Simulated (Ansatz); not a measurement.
Basis-set extrapolation for CH3BClFO, SMILES `OC(F)BCl` (PBE0-D4/def2-TZVP geometry, frozen core, Ansatz). Multiplicity 1, RHF reference.

```json
{"": "HF", "def2-TZVPP": "-698.239194", "def2-QZVPP": "-698.262348"}
{"": "MP2 correlation", "def2-TZVPP": "-0.936783", "def2-QZVPP": "-1.017510"}
{"": "CCSD(T) correlation", "def2-TZVPP": "-1.007130", "def2-QZVPP": "not run"}
```

Energies in hartree. Use E(X) = E(∞) + A·exp(−7.88·√X) for Hartree–Fock and E(X) = E(∞) + B·X^(−2.97) for correlation, with X = 3 and 4, and add CCSD(T) minus MP2 of the smaller set to the MP2 limit.

Problem. What is the CCSD(T) energy at the basis-set limit?

Solution. HF limit: -698.262348 + (-0.023154) × 0.13774 = -698.26554. MP2 limit: -1.017510 + (-0.080727) × 0.74074 = -1.07731. Higher-order term: -1.007130 − (-0.936783) = -0.07035. Total: -699.41320 hartree, 438.1 kJ/mol below CCSD(T)/def2-TZVPP.
